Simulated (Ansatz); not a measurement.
Z-matrix (Å, degrees):
```
C
H 1 1.0884
H 1 1.0945 2 110.45
C 1 1.5150 2 112.44 3 -120.15
O 4 1.2024 1 122.98 2 167.59
H 4 1.1074 5 121.09 1 -177.71
C 1 1.5218 2 109.51 3 117.44
O 7 1.1993 1 123.81 2 -2.42
H 7 1.1068 8 121.85 1 -179.84
```
Charge 0, spin multiplicity 1.

All values below come from frozen-core CCSD(T)/cc-pVTZ // B3LYP-D3(BJ)/def2-TZVP (Ansatz, an electronic-structure program).

```json
{
 "HF energy": "-265.73170 Ha",
 "MP2 correlation energy": "-0.93925 Ha"
}
```

Problem. Estimate the CCSD correlation energy, the (T) correction, the total energy and the T1 diagnostic.

Solution. 
| Property | Value |
|---|---|
| CCSD correlation energy | -0.95851 Ha |
| (T) correction | -0.04237 Ha |
| CCSD(T) total energy | -266.73259 Ha |
| T1 diagnostic | 0.016 |
